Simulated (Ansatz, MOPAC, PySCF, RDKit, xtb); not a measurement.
Two conformers of C2H6OSi (SMILES C=C[SiH2]O), B3LYP-D3(BJ)/def2-TZVP minima.
Conformer 1 (charge 0, multiplicity 1):
```xyz
10

C      1.63479     0.06456     0.61277
C      0.74133     0.30751    -0.34593
Si    -0.93714    -0.49209    -0.38172
O     -2.16328     0.61896    -0.33313
H      1.42125    -0.61839     1.42907
H      2.61636     0.52728     0.62715
H      1.01599     1.00224    -1.13727
H     -1.16038    -1.22543    -1.64485
H     -0.99504    -1.42383     0.77371
H     -2.17388     1.23919     0.40020
```
Conformer 2 (charge 0, multiplicity 1):
```xyz
10

C      1.5263     0.6091    -0.0833
C      0.8022    -0.4948    -0.2589
Si    -1.0541    -0.5358    -0.1407
O     -1.6595     0.9119     0.3815
H      2.6091     0.6116    -0.1505
H      1.0602     1.5653     0.1301
H      1.3275    -1.4233    -0.4772
H     -1.6662    -0.7668    -1.4663
H     -1.4452    -1.6420     0.7715
H     -1.5002     1.1649     1.2938
```

```
level                     electronic energy of conformer 2 less that of conformer 1 (kcal/mol)
------------------------  --------------------------------------------------------------------
MMFF94                                                                                   -0.72
AM1                                                                                       0.20
PM3                                                                                      -0.24
GFN2-xTB                                                                                 -0.37
HF/3-21G                                                                                  0.78
HF/6-31G*                                                                                 0.61
SVWN5/def2-TZVPP                                                                          0.26
PBE-D4/def2-TZVPP                                                                         0.35
BLYP/def2-TZVPP                                                                           0.55
revPBE-D3(BJ)/def2-TZVPP                                                                  0.36
r2SCAN-D3(BJ)/def2-TZVPP                                                                  0.22
B97M-V/def2-TZVPP                                                                         0.29
B3LYP/3-21G                                                                               0.94
B3LYP/def2-TZVPP                                                                          0.50
PBE0/def2-TZVPP                                                                           0.44
M06-2X/def2-TZVPP                                                                         0.24
CAM-B3LYP-D4/def2-TZVPP                                                                   0.36
MP2/6-31G*                                                                                0.75
SCS-MP2/cc-pV(D+d)Z                                                                       0.45
CCSD(T)/cc-pV(D+d)Z                                                                       0.38
```

The rows run from -0.72 (MMFF94) to 0.94 kcal/mol (B3LYP/3-21G). The 6 functionals in def2-TZVPP without D3 or D4 span 0.31, from M06-2X to BLYP.

No zero-point or thermal terms.

Correlated levels freeze the cores. Rows in 3-21G, 6-31G* carry no dispersion term and start afresh at each structure (6-31G* with six Cartesian d functions). MP2/6-31G* freezes PySCF's default core. The state reached by AM1, PM3 isn't checked.

Run with Ansatz (Gaussian basis) for Hartree–Fock, density functionals and correlated methods; MOPAC for AM1, PM3 (differences of heats of formation); PySCF for 3-21G rows, 6-31G* rows, M06-2X, the dispersion terms; RDKit for the force fields; xtb for the GFN methods. Values without a source in brackets are computed.

Ansatz is a quantum-chemistry and plane-wave program.
